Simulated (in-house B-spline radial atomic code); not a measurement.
What moves the levels of the titanium ion Ti⁺ ([Ar] 3d2 4s1)? Computed with a B-spline radial code for spherical atoms: Dirac-Hartree-Fock, average of the jj configuration, Fermi nucleus of rms radius 3.6115 fm.

Baseline run (computed): total energy -852.6113 hartree, 1s1/2 at -184.7457 hartree, 4s1/2 at -12.777 eV with <r> = 3.327 bohr.

Changing the nucleus:

```
                                      nucleus    ΔE (eV)
Fermi nucleus of rms radius 3.5939 fm, A = 45  -0.000478
 Fermi nucleus of rms radius 3.607 fm, A = 46  -0.000122
Fermi nucleus of rms radius 3.5962 fm, A = 47  -0.000416
Fermi nucleus of rms radius 3.5921 fm, A = 48  -0.000527
Fermi nucleus of rms radius 3.5733 fm, A = 49   -0.00104
Fermi nucleus of rms radius 3.5704 fm, A = 50   -0.00111
```

A larger nucleus binds the electrons less, roughly as the density at the nucleus times the change of the nuclear <r²>. The reference is A = 44.
